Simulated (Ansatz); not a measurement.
CH6BFOSSi, SMILES `BO[Si](C)(F)S`. Total charge 0; spin multiplicity 1. The structure was optimised at the PBE0-D4/def2-TZVP level. It is one conformer, not always the lowest.

```xyz
12

B     1.843    0.675    1.152
O     0.509    0.870    1.112
Si   -0.712    0.354    0.144
C    -0.147   -0.585   -1.340
F    -1.450    1.668   -0.367
S    -1.975   -0.740    1.445
H     2.377   -0.021    0.328
H     2.464    1.212    2.024
H    -1.005   -0.891   -1.943
H     0.405   -1.480   -1.049
H     0.500    0.038   -1.962
H    -2.809   -1.101    0.455
```

What is the dipole moment at B3LYP/def2-TZVPP? (Best estimate.)

The calculation gave: 2.39 D, with components (0.19, -1.65, -1.71) D in this frame, pointing from negative to positive charge.

And with PBE, r2SCAN, ωB97M-V? (Estimate.)

Ansatz gave: PBE 2.35 D, r2SCAN 2.40 D, ωB97M-V 2.38 D.

Give the Mulliken charges with B3LYP, ωB97M-V, PBE in def2-TZVPP. (Estimate.)

Ansatz gave: 
```csv
atom,B3LYP,ωB97M-V,PBE
B1,0.06,0.01,0.06
O2,-0.30,-0.31,-0.21
Si3,0.72,0.67,0.60
C4,-0.38,-0.45,-0.38
F5,-0.31,-0.29,-0.26
S6,-0.26,-0.23,-0.25
H7,0.00,0.04,-0.02
H8,0.02,0.05,-0.01
H9,0.11,0.12,0.11
H10,0.12,0.13,0.12
H11,0.11,0.13,0.12
H12,0.10,0.11,0.11
```

B3LYP here is the variant with VWN-RPA as its local correlation; programs differ in this.
